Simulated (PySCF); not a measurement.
In(Cl)2(SH) (Cl₂HInS), SMILES [SH][In]([Cl])[Cl].

Coordinates come from a B3LYP-D3(BJ)/def2-SVP optimisation. The def2 effective core potentials stand for the cores of In; spin–orbit coupling is left out. One conformer was computed; it need not be the lowest.

Method: TDA-B3LYP/def2-SVPD (PySCF 2.14.0).

Vertical excitations. Isolated molecule, no solvent. State labels are in the subgroup Cs.

Computed lowest excited states:
```json
[
 {"state": "S1", "symmetry": "A\"", "energy (eV)": "3.80", "λ (nm)": "326", "f": "0.007", "main pairs": "HOMO→LUMO 99 %"},
 {"state": "S2", "symmetry": "A'", "energy (eV)": "4.71", "λ (nm)": "263", "f": "0.017", "main pairs": "HOMO−2→LUMO 91 %"},
 {"state": "S3", "symmetry": "A\"", "energy (eV)": "4.76", "λ (nm)": "261", "f": "0.000", "main pairs": "HOMO−3→LUMO 100 %"},
 {"state": "S4", "symmetry": "A'", "energy (eV)": "4.76", "λ (nm)": "260", "f": "0.049", "main pairs": "HOMO−1→LUMO 73 %, HOMO→LUMO+1 14 %"},
 {"state": "S5", "symmetry": "A\"", "energy (eV)": "5.16", "λ (nm)": "240", "f": "0.027", "main pairs": "HOMO−4→LUMO 99 %"},
 {"state": "S6", "symmetry": "A'", "energy (eV)": "5.27", "λ (nm)": "235", "f": "0.012", "main pairs": "HOMO→LUMO+1 58 %, HOMO−5→LUMO 38 %"},
 {"state": "S7", "symmetry": "A\"", "energy (eV)": "5.82", "λ (nm)": "213", "f": "0.002", "main pairs": "HOMO−1→LUMO+1 99 %"},
 {"state": "S8", "symmetry": "A\"", "energy (eV)": "5.91", "λ (nm)": "210", "f": "0.000", "main pairs": "HOMO−2→LUMO+1 100 %"},
 {"state": "S9", "symmetry": "A'", "energy (eV)": "6.00", "λ (nm)": "207", "f": "0.016", "main pairs": "HOMO−3→LUMO+1 64 %, HOMO−6→LUMO 32 %"},
 {"state": "S10", "symmetry": "A\"", "energy (eV)": "6.31", "λ (nm)": "196", "f": "0.016", "main pairs": "HOMO→LUMO+2 97 %"},
 {"state": "T1", "symmetry": "A\"", "energy (eV)": "3.44", "λ (nm)": "360", "f": "0", "main pairs": "HOMO→LUMO 99 %"},
 {"state": "T2", "symmetry": "A'", "energy (eV)": "4.14", "λ (nm)": "300", "f": "0", "main pairs": "HOMO−1→LUMO 95 %"},
 {"state": "T3", "symmetry": "A'", "energy (eV)": "4.35", "λ (nm)": "285", "f": "0", "main pairs": "HOMO−2→LUMO 98 %"},
 {"state": "T4", "symmetry": "A\"", "energy (eV)": "4.46", "λ (nm)": "278", "f": "0", "main pairs": "HOMO−3→LUMO 98 %"}
]
```
Triplets are in the Tamm–Dancoff approximation.
